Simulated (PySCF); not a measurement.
Gas-phase reaction: Hf(NH2)4 + 2 O ⇌ HfO2 + 2 NH3 + 2 NH

Energies from PySCF, thermal terms from the rigid-rotor harmonic-oscillator model, ideal gas at 1 bar. † marks an energy on the PBE0/def2-TZVP geometry and frequencies; other levels use their own. MP2 and CCSD(T) freeze the core. Open shells (unrestricted): O (multiplicity 3, electronic degeneracy 9), NH (multiplicity 3); the rest are closed-shell singlets. Spin-orbit splitting is ignored; it lowers the true energy and changes the entropy of O. Hf: scalar-relativistic def2 core potential, no spin-orbit coupling. Hf(NH2)4: computed as isolated molecules; such fragments, hydroxides, amides, oligomers or adducts are transient or little studied in the gas. MP2 isn't extrapolated to the basis-set limit; its ΔH°(298 K) is 236.6 kJ in def2-SVP and 222.3 kJ in def2-TZVPP. CCSD(T) isn't extrapolated to the basis-set limit. The harmonic model lacks anharmonicity and excited electronic states, which grow with temperature; levels with a mode under 35 cm⁻¹ are left out. Soft modes under 120 cm⁻¹ make the harmonic entropy rough for Hf(NH2)4. Warning, large T1 diagnostic: HfO2 (CCSD(T)/def2-SVP†).

```tsv
level	ΔE electronic, kJ	ΔH°(298 K), kJ	ΔS°(298 K), J/K	ΔG°(1200 K), kJ
CCSD(T)/def2-SVP†	311	293	286	-14
MP2/def2-SVP†	254	237	286	-71
PBE/def2-SVP	226	207	289	-104
PBE/def2-TZVP†	197	179	286	-128
PBE0/def2-SVP†	307	289	286	-18
```
ΔH° is lowest at PBE/def2-TZVP† and highest at CCSD(T)/def2-SVP†. No reference value is set beside these.
